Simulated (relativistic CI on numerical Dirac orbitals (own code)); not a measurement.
## Bi65+: q coefficients and field-shift factors

Calculated at this level of theory: Dirac-Coulomb-Breit CI, KLI orbitals optimised for each configuration, derivatives by finite differences, unscaled Slater integrals, QED left out (own radial code, finite nucleus).

Configuration list (outside the closed core [Ne]): 3s²3p⁶, 3s²3p⁵3d, 3s3p⁶3d, 3p⁶3d², 3p⁵3d³. Double excitations out of closed p, d and f shells are left out; levels of such configurations are missing from the list, as are those of other unlisted configurations, and high levels can miss mixing partners.

With x = (α/α₀)² − 1 an excitation energy changes as ω = ω₀ + qx; K = 2q/ω₀ is the relative enhancement. Terms are leading LS components, so labels can repeat. The field-shift factor is F = δν/δ⟨r²⟩ for the transition from the lowest level.

Lowest level 3s²3p⁶ ¹S0.

| Level | ω₀ (cm⁻¹) | q (cm⁻¹) | F (GHz/fm²) |
| --- | --- | --- | --- |
| 3s²3p⁵3d ³P°0 | 2233782 | 173900 | 43 |
| 3s²3p⁵3d ³P°1 | 2346760 | 191100 | 44.5 |
| 3s²3p⁵3d ³F°3 | 2374849 | 162700 | 43.7 |
| 3s²3p⁵3d ³D°2 | 2416532 | 172200 | 44.2 |
| 3s²3p⁵3d ³F°4 | 3382791 | 1.265e+06 | 88.1 |
| 3s²3p⁵3d ¹D°2 | 3436272 | 1.276e+06 | 87.7 |
| 3s²3p⁵3d ³D°3 | 3540970 | 1.275e+06 | 89.6 |
| 3s²3p⁵3d ¹P°1 | 3819786 | 1.304e+06 | 79.6 |
| 3s²3p⁵3d ³F°2 | 7201844 | 6.463e+06 | -1530 |
| 3s²3p⁵3d ³D°1 | 7553794 | 6.497e+06 | -1530 |
| 3s²3p⁵3d ³P°2 | 8293006 | 7.582e+06 | -1480 |
| 3s²3p⁵3d ³F°3 | 8340112 | 7.584e+06 | -1490 |
| 3s3p⁶3d ³D1 | 9396847 | 7.055e+06 | -18900 |
| 3s3p⁶3d ³D2 | 9462734 | 7.07e+06 | -18900 |
| 3s3p⁶3d ³D3 | 10471106 | 8.158e+06 | -18800 |
| 3s3p⁶3d ¹D2 | 10602583 | 8.183e+06 | -18900 |
| 3p⁶3d² ³F2 | 18950293 | 1.412e+07 | -37800 |
| 3p⁶3d² ³P0 | 19186716 | 1.415e+07 | -37800 |
| 3p⁶3d² ³F3 | 19987247 | 1.523e+07 | -37700 |
| 3p⁶3d² ³P2 | 20091671 | 1.523e+07 | -37700 |
| 3p⁶3d² ¹G4 | 20120899 | 1.522e+07 | -37700 |
| 3p⁶3d² ³P1 | 20142526 | 1.524e+07 | -37700 |
| 3p⁶3d² ³F4 | 21103188 | 1.633e+07 | -37700 |

At this charge energies of transitions that change n are usually good to better than 1 %, and those within a shell (Δn = 0) to a few per cent.

(1) Which transition from the lowest level has the largest |K|?

Answers

(1) 3s²3p⁵3d ³P°2 at 8293006 cm⁻¹, K = 1.83.
